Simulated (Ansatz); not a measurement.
C₃H₇O (SMILES C[C](C)O), doublet, at a GFN2-xTB geometry; SVWN5/3-21G (Ansatz, a program for electronic structure).

Input for Ansatz:
Ansatz 0.2 input:
```yaml
crystal:
  periodic: [false, false, false]
  atoms:
    - {symbol: C, position_ang: [1.30861165, -0.66808246, 0.05267166]}
    - {symbol: C, position_ang: [-0.00226890, -0.00591686, -0.17384347]}
    - {symbol: C, position_ang: [-1.27029302, -0.62710254, 0.29491680]}
    - {symbol: O, position_ang: [0.06023236, 1.37157344, -0.29096905]}
    - {symbol: H, position_ang: [1.53836213, -0.77241003, 1.12095110]}
    - {symbol: H, position_ang: [1.31221258, -1.66639962, -0.38308611]}
    - {symbol: H, position_ang: [2.09542902, -0.07348666, -0.40356032]}
    - {symbol: H, position_ang: [-2.13152788, -0.19910151, -0.22168556]}
    - {symbol: H, position_ang: [-1.42994138, -0.48737857, 1.37424529]}
    - {symbol: H, position_ang: [-1.24957241, -1.69737896, 0.10318956]}
    - {symbol: H, position_ang: [-0.83311926, 1.73017914, -0.30477162]}
basis:
  gaussian:
    orbitals: 3-21G.json
hamiltonian:
  xc: {name: SVWN5}
magnetization: {spin_polarized: true, initial_magnetization: 1}
accuracy: high
```
The basis file holds 3-21G in the JSON format of the Basis Set Exchange.

Question: Write the output that Ansatz gives for this input, abridged.

Answer: 
```
Functional definition: SVWN5
1184 factors; integrals over basis functions are off by at most 1.3e-8 eV
mean field evaluation 1: about -5188.7641 eV, gradient 4.3e1 eV
mean field evaluation 2: about -5182.8247 eV, gradient 5.4e1 eV
mean field evaluation 4: about -5196.5697 eV, gradient 3.9e0 eV
mean field evaluation 8: about -5196.5756 eV, gradient 1.5e-1 eV
mean field evaluation 16: about -5196.5757 eV, gradient 2.0e-5 eV
mean field -5196.57565586 eV, -190.9706329873 hartree, gradient 4.6e-8 eV, S^2 0.751516; 0 other end points of the search recorded, 0 dependent functions left out
reference -5196.57565806 eV, -190.9706330684 hartree; 17, 16 occupied and 33, 34 virtual orbitals, 1184 factors
Total energy: -5196.57565806 eV, -190.9706330684 hartree
```
